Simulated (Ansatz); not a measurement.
Relaxation of BH₃LiNS (7 atoms, charge 0, multiplicity 1), to a largest force component of 0.015 eV/Å in at most 40 steps.

Method: Ansatz 0.2.0, RKS B3LYP/def2-SVPD.

```xyz
7
Properties=species:S:1:pos:R:3:forces:R:3
Li -2.230 -0.194 0.618 -0.85 -0.07 0.28
B -0.264 -0.001 0.282 0.25 0.00 -0.33
N 1.035 0.185 0.746 0.64 0.08 0.16
S -0.182 -0.178 -1.611 0.05 -0.01 -0.14
H 1.842 0.215 0.134 0.20 0.02 -0.03
H 1.288 0.307 1.711 -0.09 0.01 0.24
H -1.488 -0.334 -1.879 -0.20 -0.04 -0.18
```

**Question.** Where does it end, and by what steps?

**Answer.** The forces met the threshold. After 8 steps the energy has fallen by 0.156 eV; Li1 moved furthest, 0.46 Å.

```
step  energy less start (eV)  largest force component (eV/Å)  accepted
   0                  0.0000                           0.852       yes
   1                 -0.0899                           0.258       yes
   2                 -0.1329                           0.230       yes
   3                 -0.1479                           0.291       yes
   4                 -0.1457                           0.256        no
   5                 -0.1487                           0.267       yes
   6                 -0.1550                           0.114       yes
   7                 -0.1554                           0.036       yes
   8                 -0.1557                           0.013       yes
```

```xyz
7
Properties=species:S:1:pos:R:3
Li -2.227 -0.146 1.075
B -0.272 -0.019 0.125
N 1.000 0.178 0.714
S -0.106 -0.175 -1.744
H 1.878 0.228 0.202
H 1.125 0.285 1.710
H -1.400 -0.351 -2.082
```

Whether the end is a true minimum wasn't checked by a vibrational analysis.

The run took 27 s on 2 threads of Arm Neoverse V1 (shared host), peak memory 0.21 GiB.
